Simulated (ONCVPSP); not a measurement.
How hard is this tin (Sn) ONCV potential?

```json
{
  "Element": "tin (Sn)",
  "Generator": "ONCVPSP 4.0.1",
  "Type": "optimised norm-conserving Vanderbilt (ONCV)",
  "Functional": "PBEsol",
  "Relativity": "scalar-relativistic",
  "Frozen core": "[Kr] 4d10",
  "Valence charge": "4",
  "Reference configuration": "5s2 5p2",
  "Partial waves": "5s: rc 2.15 bohr, ncon 4, nbas 8, qcut 3 1/bohr, 1 projector; 5p: rc 2.75 bohr, ncon 4, nbas 9, qcut 2.9 1/bohr, 2 projectors, debl 1.7 Ha",
  "Local potential": "polynomial inside 1.75 bohr (lpopt 5, dvloc0 0 Ha)",
  "Core correction": "none"
}
```

**Question.** For each optimised wave give the share of its norm inside rc, the residual kinetic energy above qcut (Ha) and the cutoffs (Ha) for errors of 10, 1, 0.1 and 0.01 mHa per electron.

**Answer.**

```json
{"wave": "5s", "norm inside rc": "0.437", "residual KE": "4.1e-03", "10 mHa": "3.6", "1 mHa": "11.4", "0.1 mHa": "34.4", "0.01 mHa": "40.2"}
{"wave": "5p", "norm inside rc": "0.411", "residual KE": "3.2e-04", "10 mHa": "1.2", "1 mHa": "2.0", "0.1 mHa": "12.7", "0.01 mHa": "34.1"}
{"wave": "p projector 2", "norm inside rc": "0.169", "residual KE": "1.2e-02", "10 mHa": "4.2", "1 mHa": "9.8", "0.1 mHa": "39.1", "0.01 mHa": "46.2"}
```

The occupied waves need 11 Ha and 34 Ha for 1 and 0.1 mHa. Note: ghosts flagged at negative energy: s at -16.5 eV; GHOST(+) flagged for p at 91.9 eV. A true bound ghost makes a file unfit for plane-wave use. 1 of 4 tests not solved or not reliable.
